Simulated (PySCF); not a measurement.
## Rb⁺ (rubidium, charge +1) across methods

[Kr], closed-shell 1S. Calculation: PySCF 2.14, in x2c-TZVPPall with one added diffuse shell each of s, p, d, f type (9s7p7d3f1g, 95 functions); the spin-free X2C one-electron Hamiltonian (Gaussian nucleus).

```
 method  E (hartree)  mean ε 3d (eV)  mean ε 4s (eV)  mean ε 4p (eV)  Σ⟨r²⟩ (bohr²)   ⟨S²⟩
   PBE0     -2980.53         -115.65         -40.526         -23.390          31.33  0.000
 r2SCAN     -2980.82         -111.53         -38.695         -22.177          31.27  0.000
    LDA     -2976.81         -110.24         -37.730         -21.759          31.36  0.000
  B3LYP     -2980.87         -114.60         -39.938         -23.004          31.41  0.000
    UHF  -2978.97760         -131.80         -48.079         -27.478          31.48  0.000
   TPSS     -2980.72         -109.88         -38.001         -21.836          31.34  0.000
   MN15     -2982.67         -114.85         -40.819         -24.182          31.20  0.000
wB97M-V     -2980.60         -117.88         -43.179         -25.787          31.46  0.000
    PBE     -2980.45         -109.86         -37.583         -21.631          31.39  0.000
```
